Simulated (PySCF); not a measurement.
# Radial density of Ta⁺ (tantalum, charge +1)

LC-wPBE, [Xe] 4f14 5d2 6s2, high-spin 3F determinant (an excited configuration). Computed with PySCF 2.14 in ANO-RCC-VTZP, with the spin-free X2C one-electron Hamiltonian (Gaussian nucleus).

```json
{"r (bohr)": "0.0193", "4πr²ρ (e/bohr)": "90.76", "4πr²(ρα − ρβ)": "-0.0017"}
{"r (bohr)": "0.0325", "4πr²ρ (e/bohr)": "97.26", "4πr²(ρα − ρβ)": "-0.0014"}
{"r (bohr)": "0.0547", "4πr²ρ (e/bohr)": "133.5", "4πr²(ρα − ρβ)": "0.0183"}
{"r (bohr)": "0.0921", "4πr²ρ (e/bohr)": "104.9", "4πr²(ρα − ρβ)": "0.0761"}
{"r (bohr)": "0.155", "4πr²ρ (e/bohr)": "121.5", "4πr²(ρα − ρβ)": "0.0432"}
{"r (bohr)": "0.261", "4πr²ρ (e/bohr)": "67.88", "4πr²(ρα − ρβ)": "-0.0037"}
{"r (bohr)": "0.438", "4πr²ρ (e/bohr)": "73.44", "4πr²(ρα − ρβ)": "0.1230"}
{"r (bohr)": "0.737", "4πr²ρ (e/bohr)": "30.24", "4πr²(ρα − ρβ)": "0.0127"}
{"r (bohr)": "1.24", "4πr²ρ (e/bohr)": "11.78", "4πr²(ρα − ρβ)": "1.0327"}
{"r (bohr)": "2.09", "4πr²ρ (e/bohr)": "2.840", "4πr²(ρα − ρβ)": "0.9300"}
{"r (bohr)": "3.51", "4πr²ρ (e/bohr)": "0.7715", "4πr²(ρα − ρβ)": "0.1500"}
{"r (bohr)": "5.90", "4πr²ρ (e/bohr)": "0.04193", "4πr²(ρα − ρβ)": "-0.0003"}
{"r (bohr)": "9.92", "4πr²ρ (e/bohr)": "2.936e-05", "4πr²(ρα − ρβ)": "0.0000"}
```

Densities and radii are taken from the X2C orbitals without a picture-change correction, which distorts them close to the nucleus.

Spin-orbit coupling, absent here, splits the open shell strongly.

Question: Where is the radial spin density 4πr²(ρα − ρβ) most negative, and why is it negative at all?

Answer: Around r = 0.261 bohr, down to -0.0037 e/bohr: exchange with the open shell polarises the paired shells in an unrestricted calculation.
